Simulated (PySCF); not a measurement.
A side-by-side comparison of computed properties.

First species: C6H5F3O.
SMILES with atom numbers: `[F:1][C:2]([F:3])([F:4])[CH2:5][c:6]1[cH:7][cH:8][o:9][cH:10]1` (hydrogens: H11, H12 on C5; H13 on C7; H14 on C8; H15 on C10)

Geometry (GFN2-xTB, Å), atoms numbered from 1 in this order:
```xyz
15
C6H5F3O angstrom
F     -1.8567   -1.6042   -0.2721
C     -1.9647   -0.2805   -0.4557
F     -1.6534   -0.0442   -1.7369
F     -3.2687    0.0163   -0.3202
C     -1.1022    0.5103    0.5146
C      0.3392    0.1613    0.3314
C      1.2507    0.7546   -0.5837
C      2.4258    0.0922   -0.4167
O      2.3055   -0.8571    0.5234
C      1.0448   -0.8164    0.9716
H     -1.4399    0.2642    1.5227
H     -1.2755    1.5698    0.3183
H      1.0469    1.5559   -1.2631
H      3.3811    0.2001   -0.8902
H      0.7626   -1.5144    1.7345
```

Second species: C6H14N2.
InChI=1S/C6H14N2/c1-4-6-8(5-2)7-3/h5,7H,2,4,6H2,1,3H3

Levels: PBE0/pcSseg-1 for dipole moment, HOMO energy, LUMO energy and HOMO–LUMO gap; GFN2-xTB for rotational constant A and rotational constant C. Geometries: GFN2-xTB. All species are isolated and taken at one optimised geometry, non-relativistic unless stated; the electronic structure was computed with PySCF and density fitting.

The conformers computed, where there is a choice (atom-mapped SMILES and torsion angles):
- `[F:1][C:2]([F:3])([F:4])[CH2:5][c:6]1[cH:7][cH:8][o:9][cH:10]1`: F1–C2–C5–C6 61°, C2–C5–C6–C7 87°
- `[CH2:1]=[CH:2][N:3]([CH2:4][CH2:5][CH3:6])[NH:7][CH3:8]`: C1–C2–N3–C4 159°, C2–N3–C4–C5 -74°, N3–C4–C5–C6 -178°, C2–N3–N7–C8 -91°

Values for the first species:

| Item | Value |
| --- | --- |
| Dipole moment | 2.11 D |
| HOMO energy | -6.90 eV |
| LUMO energy | 0.03 eV |
| HOMO–LUMO gap | 6.93 eV |
| Rotational constant A | 3.250 GHz |
| Rotational constant C | 0.753 GHz |

Estimate the same properties for the second species, and the change in each.

| property | first | second | second less first |
| --- | --- | --- | --- |
| dipole moment | 2.11 D | 0.54 D | -1.57 D |
| HOMO energy | -6.90 eV | -5.56 eV | +1.34 eV |
| LUMO energy | 0.03 eV | 1.05 eV | +1.02 eV |
| HOMO–LUMO gap | 6.93 eV | 6.61 eV | -0.32 eV |
| rotational constant A | 3.250 GHz | 3.110 GHz | -0.140 GHz |
| rotational constant C | 0.753 GHz | 0.948 GHz | +0.195 GHz |

On the first: A dipole of 2.11 D is allowed in C1, and pure rotational transitions are dipole-allowed. In atomic units the dipole is 0.83 e·bohr (1 au = 2.5417 D).

On the second: The dipole equals about 1.8 × 10⁻³⁰ C·m (1 D = 3.33564 × 10⁻³⁰ C·m).
